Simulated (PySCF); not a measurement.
Optical rotation: `FC=C=C=C=C(F)[SiH3]`, C$_{5}$H$_{4}$F$_{2}$Si

Cartesian coordinates in Å; atom numbers follow the order of the lines, from 1:
```xyz
12

F     4.4845    0.5069   -0.1499
C     3.5636   -0.1689    0.5249
C     2.3091   -0.2655    0.1363
C     1.0777   -0.3994   -0.1894
C    -0.1534   -0.5347   -0.5172
C    -1.4431   -0.5869   -0.7969
F    -1.9429   -1.5733   -1.5601
Si   -2.7168    0.6760   -0.1990
H     3.9579   -0.6329    1.4359
H    -2.0172    1.6594    0.6721
H    -3.7882   -0.0371    0.5559
H    -3.3211    1.3520   -1.3841
```

Computed with TDDFT CAM-B3LYP/aug-cc-pVDZ circular dichroism and optical rotation, one conformer, gas phase (PySCF 2.14.0). Geometry: PBE0-D3(BJ)/def2-SVP.

No stereocentre is labelled: unless the shape is locked (an allene, a helicene, a hindered biaryl), the mirror image is equally populated and a measured rotation or CD is zero.

(1) What is the specific rotation at 633, 589.3, 546, 436, 405 nm?

## Answers

(1) [α] in deg dm⁻¹ (g/mL)⁻¹:
| λ (nm) | origin-invariant length gauge | modified velocity gauge | length gauge (centre of mass) | isotropic polarisability (au) |
| --- | --- | --- | --- | --- |
| 633 | -88.8 | -67.2 | -85.7 | 125.0 |
| 589.3 | -107.6 | -80.7 | -104.0 | 126.4 |
| 546 | -133.7 | -99.2 | -129.3 | 128.2 |
| 436 | -289.8 | -200.7 | -281.9 | 136.5 |
| 405 | -411.0 | -270.4 | -401.8 | 140.8 |

The shortest wavelength is close to the first absorption, where this undamped response comes out too large.

**Question.** And for the mirror image at 589.3 nm?

**Answer.** +107.6 deg dm⁻¹ (g/mL)⁻¹ (origin-invariant length gauge): the same size and the opposite sign.

**Question.** What is the molar rotation [Φ] = [α]·M/100 of the geometry above at 589.3 nm?

**Answer.** With M = 130.17 g/mol, -140.1 deg cm² dmol⁻¹ (origin-invariant length gauge).

The first excitation lies at 3.51 eV (353 nm) with R = -0.1 × 10⁻⁴⁰ esu² cm² (velocity form).
